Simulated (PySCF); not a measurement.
C₂H₆FNSi₂, SMILES [Si@@H]1(C=C[Si@H]1N)F.

Coordinates come from a B3LYP-D3(BJ)/def2-SVP optimisation. The structure was generated by enumeration; whether it is a known compound was not checked. One conformer was computed; it need not be the lowest.

Calculation: PBE/def2-TZVP in PySCF.

The molecule is in vacuum.

total energy: -813.01267 hartree
highest occupied level: -5.67 eV
lowest empty level: -1.97 eV
orbital gap: 3.71 eV
dipole moment: 1.70 D
quadrupole, principal values (traceless, Buckingham form, about the centre of nuclear charge): -8.48, -1.22, 9.70 D·Å
mean static polarisability: 82.4 bohr³ (12.21 Å³)
polarisability, principal values: 65.3, 80.9, 100.9 bohr³
